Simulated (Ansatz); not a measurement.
Program: Ansatz. Geometries: PBE0-D4/def2-TZVP. ΔE: electronic, gas phase. CBS: MP2 limit from def2 TZ/QZ plus the TZ coupled-cluster correction, frozen cores. Functionals use def2-TZVPP. For Mg outer-core shells are correlated without core-valence functions, which leaves a few kJ/mol of doubt a bond. Each species was taken in one conformer, which may not be the lowest.

`[F][Mg][F]` + `CCCCC(C)C` → `C[CH](C)[Mg][F]` + `CCCCF`  (formal exchange of groups at a Mg–F bond)

`[F][Mg][F]`:

Z-matrix (Å, degrees):
```
Mg
F 1 1.746
F 1 1.746 2 180.0
```

`CCCCC(C)C`:

```xyz
23

C    -1.904    2.557   -1.360
C    -1.093    1.979   -0.213
C    -0.442    0.649   -0.556
C     0.367    0.069    0.592
C     1.124   -1.217    0.270
C     0.190   -2.362   -0.095
C     2.020   -1.611    1.435
H    -1.277    2.727   -2.239
H    -2.707    1.876   -1.656
H    -2.362    3.511   -1.089
H    -1.737    1.847    0.664
H    -0.318    2.693    0.087
H     0.211    0.780   -1.429
H    -1.221   -0.057   -0.864
H     1.088    0.823    0.930
H    -0.296   -0.117    1.448
H     1.767   -1.014   -0.598
H     0.753   -3.275   -0.303
H    -0.495   -2.576    0.732
H    -0.412   -2.138   -0.977
H     1.422   -1.821    2.327
H     2.599   -2.509    1.206
H     2.722   -0.812    1.687
```

`C[CH](C)[Mg][F]`:

Cartesian coordinates in Å:
```
C -1.015 0.961 0.106
C -0.090 -0.151 -0.385
C 1.372 0.235 -0.174
Mg -0.567 -2.029 0.435
F -0.969 -3.600 1.122
H -2.069 0.760 -0.108
H -0.769 1.922 -0.367
H -0.930 1.119 1.187
H -0.252 -0.264 -1.466
H 2.068 -0.497 -0.594
H 1.620 0.343 0.888
H 1.601 1.202 -0.645
```

`CCCCF`:

Cartesian coordinates in Å:
```
C 1.642 1.030 -0.198
C 0.466 0.357 0.488
C -0.429 -0.393 -0.485
C -1.615 -1.050 0.170
F -2.448 -0.094 0.734
H 2.270 0.299 -0.715
H 1.301 1.755 -0.942
H 2.272 1.561 0.518
H -0.132 1.104 1.018
H 0.831 -0.341 1.250
H -0.790 0.288 -1.265
H 0.145 -1.175 -0.996
H -1.303 -1.724 0.975
H -2.210 -1.615 -0.553
```

```csv
level,ΔE (kJ/mol)
r2SCAN0-D4,257.2
BHLYP-D4,253.3
HF/def2-TZVPP,248.6
HF/def2-QZVPP,255.1
```

(1) What does CCSD(T)/CBS give? (Best estimate.)

Largest T1 diagnostic among the species: 0.012.

Results:

(1) Ansatz gave: +261.5 kJ/mol. The listed levels differ from it by -4.3, -8.2, -12.9, -6.4 kJ/mol.

From r2SCAN to r2SCAN0 (25 % exact exchange), in def2-TZVPP and without D4, ΔE moves by +3.7 kJ/mol. Leaving LDA and LC-ωPBE aside and taking each functional with its dispersion term where it has one, the values, not all of them listed here, spread over 20.2 kJ/mol, from PBE-D4 to PBE-QIDH. LDA lies +7.4 kJ/mol from PBE without D4. The D4 term adds +10.2 kJ/mol with B3LYP and +6.1 kJ/mol with PBE0; it sums over pairs of atoms, weighted by their polarisabilities, and B3LYP, whose exchange is more repulsive, gets the larger term.

B3LYP here is the variant with VWN-RPA as its local correlation; programs differ in this.
